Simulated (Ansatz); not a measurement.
**SnH2F (SMILES [F][SnH2]): the energy, rung by rung**

SnH2F has 4 atoms, charge 0, and is taken as a doublet. As SMILES, `[F][SnH2]`. The coordinates come from a PBE0-D4/def2-TZVP relaxation.

```xyz
4

F    -1.5526   -0.1900    0.6407
Sn    0.0283   -0.2422   -0.4683
H     1.1841   -1.0544    0.5241
H     0.3957    1.4262   -0.7167
```

Quantity: the energy change with the Sn2–H4 bond stretched from 1.726 to 4.316 Å, in eV. The values are calculated.

```json
{"level": "USVWN5/STO-3G", "kind": "LDA", "program": "Ansatz", "value (eV)": "3.97", "CPU time (all runs)": "3.1 s"}
{"level": "UBLYP/STO-3G", "kind": "GGA", "program": "Ansatz", "value (eV)": "3.56", "CPU time (all runs)": "6.4 s"}
{"level": "UPBE/STO-3G", "kind": "GGA", "program": "Ansatz", "value (eV)": "3.55", "CPU time (all runs)": "5.6 s"}
{"level": "U-r2SCAN/STO-3G", "kind": "meta-GGA", "program": "Ansatz", "value (eV)": "3.71", "CPU time (all runs)": "15 s"}
{"level": "UB3LYP/STO-3G", "kind": "global hybrid", "program": "Ansatz", "value (eV)": "3.66", "CPU time (all runs)": "6.8 s"}
{"level": "UPBE0/STO-3G", "kind": "global hybrid", "program": "Ansatz", "value (eV)": "3.63", "CPU time (all runs)": "6.7 s"}
{"level": "UCAM-B3LYP/STO-3G", "kind": "range-separated hybrid", "program": "Ansatz", "value (eV)": "3.78", "CPU time (all runs)": "8.1 s"}
{"level": "UB2PLYP/STO-3G", "kind": "double hybrid", "program": "Ansatz", "value (eV)": "3.49", "CPU time (all runs)": "10 s"}
{"level": "RPA@PBE/STO-3G", "kind": "RPA", "program": "Ansatz", "value (eV)": "3.15", "CPU time (all runs)": "6.5 s"}
{"level": "UCCSD/STO-3G", "kind": "coupled cluster or CI", "program": "Ansatz", "value (eV)": "3.39", "CPU time (all runs)": "3.2 s"}
```

All-electron rows without a relativistic Hamiltonian named are non-relativistic. The first shape isn't each level's own minimum. The values span 3.15 to 3.97 eV. Spin contamination of the reference (⟨S²⟩ at least 0.1 too high) touches UCCSD/STO-3G. All rows use very small basis sets, so even the best lies far from the true value. In the correlated wave-function rows the outer d shell of Sn is correlated, in sets not made for it. CPU times are rough (shared hosts, several kinds of processor): they show what a rung costs within a factor of a few.
